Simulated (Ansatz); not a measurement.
CH₅ClFGaSi (`F[CH2][GaH][SiH2]Cl`) at its PBE0-D4/def2-TZVP geometry, where that method's forces vanish. Total charge 0; spin multiplicity 1.

```xyz
10

F    -0.6841   -1.8270   -1.1277
C    -1.5243   -1.1120   -0.2801
Ga   -0.5441    0.3189    0.6985
Si    1.7534    0.7719    0.1114
Cl    1.5722    2.1281   -1.4554
H    -2.3344   -0.6851   -0.8835
H    -1.9864   -1.8202    0.4180
H    -1.3375    1.1800    1.7491
H     2.5236   -0.3907   -0.3978
H     2.5615    1.4361    1.1675
```

(1) What forces (eV/Å) does ωB97M-V/def2-TZVPP give on these atoms in the Gaussian-basis code of Ansatz? (Best estimate.)

Answers

(1) Ansatz gave: 
```
F1   0.198 -0.131 -0.168
C2  -0.276  0.181  0.230
Ga3  0.038  0.052  0.027
Si4  0.085 -0.130  0.122
Cl5 -0.006  0.040 -0.043
H6   0.067 -0.055  0.061
H7   0.030  0.064 -0.076
H8   0.063 -0.079 -0.093
H9  -0.096  0.141  0.066
H10 -0.104 -0.082 -0.124
```
